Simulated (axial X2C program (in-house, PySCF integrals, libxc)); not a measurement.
# HBr: cheaper levels and CCSD(T), with spin–orbit coupling

Calculated with an in-house all-electron X2C program for linear molecules (integrals from PySCF). Two-component (2c) means X2C with spin–orbit coupling and atomic mean-field two-electron Coulomb and Gaunt terms. Basis: Br dyall-cv4z [10s10p7d5f3g], H dyall-v4z [7s3p2d1f] (cores contracted in-house); Gaussian nuclei, density fitting, unrestricted open shells. Masses: Br 78.918 u, H 1.008 u.

State: Ω = 0 (closed shell); fragments Br + H.

```json
{"level": "PBE0", "Re (Å)": "1.419", "ωe (cm⁻¹)": "2650.1", "De (eV)": "3.85"}
{"level": "HF", "Re (Å)": "1.405", "ωe (cm⁻¹)": "2783.5", "De (eV)": "2.63"}
{"level": "MP2", "Re (Å)": "1.412", "ωe (cm⁻¹)": "2706.0", "De (eV)": "3.82"}
{"level": "CCSD", "Re (Å)": "1.417", "ωe (cm⁻¹)": "2663.2", "De (eV)": "3.81"}
{"level": "TPSSh", "Re (Å)": "1.420", "ωe (cm⁻¹)": "2620.8", "De (eV)": "n/a"}
{"level": "r2SCAN", "Re (Å)": "1.419", "ωe (cm⁻¹)": "2631.2", "De (eV)": "n/a"}
{"level": "BHandHLYP", "Re (Å)": "1.410", "ωe (cm⁻¹)": "2703.3", "De (eV)": "n/a"}
```

Correlated methods: 8 electrons correlated (number of frozen shells: Br 3 s, 2 p, 1 d; H none), 246 virtual spin orbitals or spinors in MP2, 110 natural virtuals in coupled cluster.

CCSD(T), same Hamiltonian and basis:

Re = 1.419 Å, ωe = 2643.1 cm⁻¹, De = 3.87 eV; T1 = 0.006 (Lee–Taylor normalisation).

(1) Give the differences from CCSD(T) in the columns below.

The state is a single determinant with fixed occupations, the lowest that a limited PBE0 search found. Closed shells are restricted here (equal orbitals for both partners); the stretched side of such a curve lies too high. De is counted from the lowest determinant-based energies of the atoms at the same level, without counterpoise correction. De is not given where an atomic determinant may have missed its ground term or J level, or where the truncated virtual space spoils (T). CCSD and (T) use frozen natural virtuals with an MP2 correction for the truncation; (T) itself is uncorrected, so its De runs slightly low. The functionals have no current-density term, which raises determinants with orbital currents, atoms included.

Results:

(1) 

| level | ΔRe (Å) | Δωe (cm⁻¹) | ΔDe (eV) |
| --- | --- | --- | --- |
| PBE0 | 0.000 | 7 | -0.02 |
| HF | -0.014 | 140 | -1.24 |
| MP2 | -0.007 | 63 | -0.05 |
| CCSD | -0.002 | 20 | -0.06 |
| TPSSh | 0.001 | -22 | n/a |
| r2SCAN | 0.000 | -12 | n/a |
| BHandHLYP | -0.009 | 60 | n/a |
